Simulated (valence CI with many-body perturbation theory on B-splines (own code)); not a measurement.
## Ce XLIV: what each term of the Hamiltonian does

Calculated by valence CI with perturbative core correlation (CI+MBPT): five valence electrons over a frozen Dirac-Fock core [Ne], a basis of 9 s, 9 p, 8 d, 6 f, 3 g, 1 h functions for each j, with the one-electron correlation potential Σ1, the two-electron term Σ2, the three-electron term Σ3, Breit, model QED; selected CI, second order for the rest (own B-spline code, finite nucleus).

No measured spectrum was set against this ion. As an estimate, large intervals hold to a few tenths of a per cent, small ones and those within an open d or f shell to about a per cent. Among the levels kept, up to 620 cm⁻¹ of a level comes from second order outside the variational space, and about a tenth of that is noise between levels of different J, which matters for small intervals.

Each rung adds one term. CI alone is the Dirac-Coulomb CI over the frozen core; QED comes last and gives the full result, which names the levels. Energies are above (3s^2 3p1/2^2 3p3/2) J=3/2 on the same rung, in cm⁻¹.

Levels are named by their leading jj configuration (3d3/2^4 stands for four electrons in 3d with j = 3/2), which in mixed levels can hold well under half, so a name can repeat and another be missing. Letters in brackets count levels of one name in rising energy.

| Level | CI alone |
| --- | --- |
| (3s^2 3p1/2 3p3/2^2) J=3/2 | 831266 |
| (3s^2 3p1/2 3p3/2^2) J=5/2 | 906103 |
| (3s^2 3p1/2 3p3/2^2) J=1/2 | 993442 |
| (3s^2 3p1/2^2 3d3/2) J=3/2 | 1358270 |
| (3s^2 3p1/2^2 3d5/2) J=5/2 | 1613220 |
| (3s 3p1/2^2 3p3/2^2) J=5/2 | 1825370 |
| (3s^2 3p3/2^3) J=3/2 | 1836100 |
| (3s 3p1/2^2 3p3/2^2) J=1/2 | 1980760 |
| (3s 3p1/2^2 3p3/2^2) J=3/2 | 1986550 |
| (3s^2 3p1/2 3p3/2 3d3/2) J=5/2 [a] | 2184690 |
| (3s^2 3p1/2 3p3/2 3d3/2) J=3/2 [a] | 2195070 |
| (3s^2 3p1/2 3p3/2 3d3/2) J=1/2 [a] | 2197000 |
| (3s^2 3p1/2 3p3/2 3d3/2) J=7/2 | 2258010 |
| (3s^2 3p1/2 3p3/2 3d5/2) J=7/2 [a] | 2397780 |
| (3s^2 3p1/2 3p3/2 3d5/2) J=3/2 [a] | 2420150 |
| (3s^2 3p1/2 3p3/2 3d3/2) J=5/2 [b] | 2428510 |

Question: What do these energies become with core correlation, Breit and QED?

Answer: (3s^2 3p1/2 3p3/2^2) J=3/2 822698 (-8568); (3s^2 3p1/2 3p3/2^2) J=5/2 894864 (-11239); (3s^2 3p1/2 3p3/2^2) J=1/2 984204 (-9238); (3s^2 3p1/2^2 3d3/2) J=3/2 1347550 (-10722); (3s^2 3p1/2^2 3d5/2) J=5/2 1596050 (-17163); (3s 3p1/2^2 3p3/2^2) J=5/2 1809180 (-16190); (3s^2 3p3/2^3) J=3/2 1817470 (-18628); (3s 3p1/2^2 3p3/2^2) J=1/2 1966410 (-14344); (3s 3p1/2^2 3p3/2^2) J=3/2 1970370 (-16182); (3s^2 3p1/2 3p3/2 3d3/2) J=5/2 [a] 2163230 (-21460); (3s^2 3p1/2 3p3/2 3d3/2) J=3/2 [a] 2174600 (-20464); (3s^2 3p1/2 3p3/2 3d3/2) J=1/2 [a] 2178230 (-18778); (3s^2 3p1/2 3p3/2 3d3/2) J=7/2 2233770 (-24247); (3s^2 3p1/2 3p3/2 3d5/2) J=7/2 [a] 2371960 (-25817); (3s^2 3p1/2 3p3/2 3d5/2) J=3/2 [a] 2395520 (-24638); (3s^2 3p1/2 3p3/2 3d3/2) J=5/2 [b] 2401800 (-26706).

Question: How does the ionisation energy move along the ladder, and which term matters most?

Answer: CI alone 3369.8, + Σ1 3370.7, + Σ2 3370.8, + Σ3 3370.4, + Breit 3368.1, + QED 3368.0 eV. The largest step is Breit, -2.2 eV. NIST lists 3366 ± 4 eV (theoretical).
